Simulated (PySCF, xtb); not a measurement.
Mo(O)2(Cl)(OMe) (CH3ClMoO3), SMILES C[O][Mo](=[O])(=[O])[Cl], multiplicity 1.

xtb with GFN2-xTB at its own geometry gives an orbital gap of 4.23 eV and a dipole moment of 6.68 D.

Coordinates come from a B3LYP-D3(BJ)/def2-SVP optimisation. The multiplicity is an assumed one; other spin states were not compared. The def2 effective core potentials stand for the cores of Mo; spin–orbit coupling is left out. One conformer was computed; it need not be the lowest.

**Question.** What does CAM-B3LYP/def2-TZVP (PySCF) give? (Estimate from the structure and the level; the computed values follow.)

**Answer.** gap 8.86 eV (levels -10.72 and -1.86 eV), dipole 3.81 D.
